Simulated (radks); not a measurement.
Task: The samarium ion Sm53+, 9 electrons, occupied as [He] 2s2 2p4 4s1 (not the ground configuration). Method: Dirac Kohn-Sham, PBEsol, spin-unpolarised, spherical densities, point nucleus; open shells fill j = l - 1/2 first; computed with a radial shooting solver on a logarithmic mesh with Libxc functionals. Some entries of the table are withheld. Estimate them.

| orbital | occ. | eigenvalue (Ry) | <r> (bohr) | <1/r> (bohr^-1) |
|---|---|---|---|---|
| 1s1/2 | 2 | -3767.084 | (1) | 68.90 |
| 2s1/2 | 2 | -865.0640 | 0.09375 | 16.88 |
| 2p1/2 | 2 | (2) | 0.07806 | (3) |
| 2p3/2 | 2 | (4) | 0.08421 | (5) |
| 4s1/2 | 1 | (6) | 0.4065 | 3.803 |

Result: 
(1) 1s1/2 <r> (bohr): 0.02271
(2) 2p1/2 eigenvalue (Ry): -844.2254
(3) 2p1/2 <1/r> (bohr^-1): 16.80
(4) 2p3/2 eigenvalue (Ry): -796.6655
(5) 2p3/2 <1/r> (bohr^-1): 15.00
(6) 4s1/2 eigenvalue (Ry): -197.1421
